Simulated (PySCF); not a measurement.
Estimate the missing entries of this data sheet.

C7H10.
InChI=1S/C7H10/c1-2-6-5-7(6)3-4-7/h2,6H,1,3-5H2/t6-/m0/s1

Conformer (atom-mapped SMILES and torsion angles): `[CH2:1]=[CH:2][C@H:3]1[CH2:4][C:5]12[CH2:6][CH2:7]2`: C1–C2–C3–C4 145°.

```json
{"property": "point group of the GFN2-xTB geometry", "level": "GFN2-xTB", "value": "C1"}
{"property": "rotational constants A, B, C of the GFN2-xTB geometry", "level": "GFN2-xTB", "value": "5.593, 1.715, 1.548 GHz"}
{"property": "dipole moment", "level": "wB97X-D/def2-SVPD", "value": "?"}
{"property": "HOMO energy", "level": "wB97X-D/def2-SVPD", "value": "-8.67 eV"}
{"property": "LUMO energy", "level": "wB97X-D/def2-SVPD", "value": "?"}
{"property": "lowest singlet excitation", "level": "TDDFT wB97X-D/def2-SVPD", "value": "6.91 eV (179 nm, f = 0.587)"}
{"property": "lowest triplet excitation (Tamm–Dancoff)", "level": "TDA wB97X-D/def2-SVPD", "value": "?"}
{"property": "static isotropic polarisability", "level": "wB97X-D/def2-SVPD", "value": "?"}
{"property": "electronic spatial extent ⟨r²⟩ about the centre of nuclear charge", "level": "wB97X-D/def2-SVPD", "value": "?"}
```

Electronic properties: PySCF, gas phase, density fitting.

(1) Give the dipole moment.

(2) The LUMO energy?

(3) The static isotropic polarisability?

(4) The lowest triplet excitation (Tamm–Dancoff)?

(5) Give the electronic spatial extent ⟨r²⟩ about the centre of nuclear charge.

## Answers

(1) 0.57 D.

(2) 2.13 eV.

(3) 81.6 au.

(4) 4.44 eV.

(5) 860 bohr².

The rotational constants make it an asymmetric top with κ = (2B − A − C)/(A − C) = -0.92, nearer the prolate limit (−1). In atomic units the dipole is 0.23 e·bohr (1 au = 2.5417 D). No computed singlet falls in the visible range (750 to 380 nm, 1.65 to 3.26 eV); S1 lies 3.65 eV above its blue end. The principal polarisabilities are 69.6, 72.6 and 102.5 au; their mean is the isotropic value. The polarisability is 12.09 Å³ as a volume (1 au = 0.148185 Å³), or 1.57 au for each of the 52 electrons.

One conformer stands for the species.
